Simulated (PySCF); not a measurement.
The dipole of `C#CC[Si](F)(P)P` from its density and from atomic charges.

Coordinates (GFN2-xTB, Å) and charges (e) from the PBE0/pcSseg-1 density (PySCF):

| atom | x | y | z | Mulliken | IAO | Hirshfeld | ESP-fitted |
| --- | --- | --- | --- | --- | --- | --- | --- |
| C1 | 2.370 | -0.449 | 1.200 | -0.3627 | -0.2665 | -0.1263 | -0.6595 |
| C2 | 1.824 | -0.305 | 0.144 | +0.1127 | -0.0286 | -0.0458 | +0.3226 |
| C3 | 1.111 | -0.115 | -1.093 | -0.4443 | -0.5673 | -0.1457 | -0.6318 |
| Si4 | -0.753 | 0.236 | -0.792 | +0.8269 | +0.9983 | +0.3604 | +0.6937 |
| F5 | -1.334 | 0.597 | -2.269 | -0.4159 | -0.5382 | -0.2131 | -0.2962 |
| P6 | -0.972 | 2.138 | 0.409 | -0.2000 | -0.0964 | -0.0096 | -0.3022 |
| P7 | -1.767 | -1.706 | -0.237 | -0.1956 | -0.0967 | -0.0075 | -0.3082 |
| H8 | 2.888 | -0.581 | 2.102 | +0.0435 | +0.2014 | +0.0903 | +0.3615 |
| H9 | 1.553 | 0.721 | -1.637 | +0.1897 | +0.1871 | +0.0630 | +0.2167 |
| H10 | 1.215 | -1.009 | -1.711 | +0.1889 | +0.1858 | +0.0618 | +0.2188 |
| H11 | -2.109 | 1.732 | 1.095 | +0.0579 | +0.0014 | -0.0069 | +0.0872 |
| H12 | -0.130 | 1.698 | 1.418 | +0.0705 | +0.0106 | -0.0081 | +0.1010 |
| H13 | -2.842 | -1.110 | 0.407 | +0.0613 | +0.0017 | -0.0059 | +0.1076 |
| H14 | -1.054 | -1.850 | 0.943 | +0.0670 | +0.0071 | -0.0069 | +0.0888 |

Question: Form Σ q r in debye for every column and set it beside the full dipole.

Answer: The full density gives (0.35, -0.46, 2.14) D, 2.22 D in size; dipole vectors point from the negative to the positive end.

| scheme | μx | μy | μz | size (D) | share of the full size (%) | angle to the full dipole (°) |
| --- | --- | --- | --- | --- | --- | --- |
| Mulliken | -1.93 | -0.09 | 0.14 | 1.94 | 87 | 94 |
| IAO | -0.01 | -0.47 | 2.56 | 2.60 | 117 | 9 |
| Hirshfeld | -0.17 | -0.18 | 0.72 | 0.76 | 34 | 22 |
| ESP-fitted | 0.40 | -0.47 | 1.99 | 2.09 | 94 | 2 |

Question: Which set comes closest?

Answer: Length of the difference vector: ESP-fitted 0.16 D, IAO 0.55 D, Hirshfeld 1.54 D, Mulliken 3.06 D. Closest: ESP-fitted. The schemes that divide the density aren't constrained to reproduce the dipole.

Question: What is left for the Hirshfeld atoms' own dipoles?

Answer: The Hirshfeld atoms' densities add up to the full density, so μ = Σ q r + Σ (atomic dipoles). The atomic dipoles sum to (0.35, -0.46, 2.14) − (-0.17, -0.18, 0.72) = (0.52, -0.28, 1.42) D, 1.54 D in size.

Question: With the origin at the mean of the coordinates, (0.000, 0.000, -0.002) Å, which are the largest single terms, by size, of the Mulliken dipole along the direction of the full one?

Answer: F5 +5.04, Si4 -3.69, C1 -2.83, C3 +1.83, H9 -1.35 D; all 14 atoms together -0.15 D. The single terms depend on the origin, their sum doesn't.

Question: Give the size of the full dipole in other units.

Answer: 2.22 D = 0.874 au = 0.462 e·Å = 7.41 × 10⁻³⁰ C·m.

One conformer (not necessarily the lowest) at the GFN2-xTB geometry, without solvent, vibrations or thermal averaging.

The values belong to the conformer `[CH:1]#[C:2][CH2:3][Si:4]([F:5])([PH2:6])[PH2:7]`: C2–C3–Si4–F5 173°, H–P6–Si4–C3 -147°, H–P6–Si4–C3 -54°, H–P7–Si4–C3 158°, H–P7–Si4–C3 65°.
